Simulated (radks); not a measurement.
The numbers below are computed, except where a source is named.
Isoelectronic series with 18 electrons, all held in the configuration [Ar], which need not be the ground one along the series. Code: a radial shooting solver on a logarithmic mesh with Libxc functionals. Model: non-relativistic Kohn-Sham, PBEsol, spin-polarised, spherical densities, point nucleus. Total energies (hartree) and screening constants sigma, defined by e = -(Z - sigma)^2 / (2 n^2) hartree:

| ion | E (hartree) | 3p | 3s | 2p | 2s |
|---|---|---|---|---|---|
| Ar | -526.60663 | 15.396 | 14.018 | 9.785 | 8.700 |
| Ca2+ | -675.84253 | 14.668 | 13.615 | 9.862 | 8.816 |
| Ti4+ | -844.77743 | 14.317 | 13.360 | 9.892 | 8.875 |
| Cr6+ | -1033.35040 | 14.097 | 13.183 | 9.903 | 8.909 |
| Fe8+ | -1241.53198 | 13.942 | 13.052 | 9.907 | 8.930 |
| Ni10+ | -1469.30562 | 13.827 | 12.952 | 9.907 | 8.943 |
| Zn12+ | -1716.66113 | 13.737 | 12.872 | 9.905 | 8.951 |
| Ge14+ | -1983.59185 | 13.664 | 12.806 | 9.902 | 8.957 |
| Se16+ | -2270.09323 | 13.605 | 12.752 | 9.899 | 8.961 |
| Kr18+ | -2576.16204 | 13.555 | 12.706 | 9.896 | 8.963 |
| Sr20+ | -2901.79591 | 13.513 | 12.667 | 9.892 | 8.965 |
| Zr22+ | -3246.99307 | 13.476 | 12.633 | 9.889 | 8.966 |
| Mo24+ | -3611.75217 | 13.445 | 12.603 | 9.886 | 8.967 |
| Ru26+ | -3996.07215 | 13.417 | 12.576 | 9.883 | 8.967 |
| Pd28+ | -4399.95219 | 13.392 | 12.553 | 9.881 | 8.968 |
| Cd30+ | -4823.39161 | 13.370 | 12.532 | 9.878 | 8.968 |
| Sn32+ | -5266.38988 | 13.350 | 12.513 | 9.876 | 8.968 |
| Te34+ | -5728.94655 | 13.332 | 12.496 | 9.873 | 8.967 |
| Xe36+ | -6211.06125 | 13.316 | 12.480 | 9.871 | 8.967 |
| Ba38+ | -6712.7337 | 13.301 | 12.466 | 9.869 | 8.967 |
| Ce40+ | -7233.9636 | 13.288 | 12.453 | 9.867 | 8.966 |
| Nd42+ | -7774.7507 | 13.275 | 12.441 | 9.866 | 8.966 |
